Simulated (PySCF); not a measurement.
UHF on Cd (cadmium, neutral)

Configuration: [Kr] 4d9 5s2 5p1, one real determinant (an excited configuration). Calculation: PySCF 2.14, in def2-TZVPPD with the def2 core potential (28 electrons) (6s4p3d2f1g, 56 functions); a scalar-relativistic core potential.

* Total energy: -166.482843 hartree
* One-electron energy: -293.0154 hartree
* Hartree (Coulomb) energy: 140.8333 hartree
* Exchange energy: -14.3007 hartree
* ⟨S²⟩: 2.0081
* ⟨L²⟩: 8.030
* Sum of ⟨r⟩: 27.97 bohr
* Sum of ⟨r²⟩: 57.53 bohr²
* Traceless quadrupole moment −½Σ⟨3z² − r²⟩ along its main axis: -6.04 e·bohr²
* Time after the integrals: 0.32 s of wall time on 1 thread of Neoverse-V2 (shared host)

| shell | electrons | mean orbital energy (hartree) | spread (hartree) | rms radius, mean of both spins (bohr) |
| --- | --- | --- | --- | --- |
| 4s α | 1 | -5.09404 | 0 | 0.941 |
| 4s β | 1 | -5.00401 | 0 | 0.941 |
| 4p α | 3 | -3.45099 | 0.07218 | 1.03 |
| 4p β | 3 | -3.34277 | 0.07140 | 1.03 |
| 4d α | 5 | -0.96526 | 0.07581 | 1.33 |
| 4d β | 4 | -0.91865 | 0.03740 | 1.33 |
| 5s α | 1 | -0.41801 | 0 | 3.00 |
| 5s β | 1 | -0.34783 | 0 | 3.00 |
| 5p α | 1 | -0.20413 | 0 | 3.94 |

⟨L²⟩ = 8.03 against 12 for a pure F term, so this real determinant mixes terms. Energies and moments cover only the electrons outside the core potential.
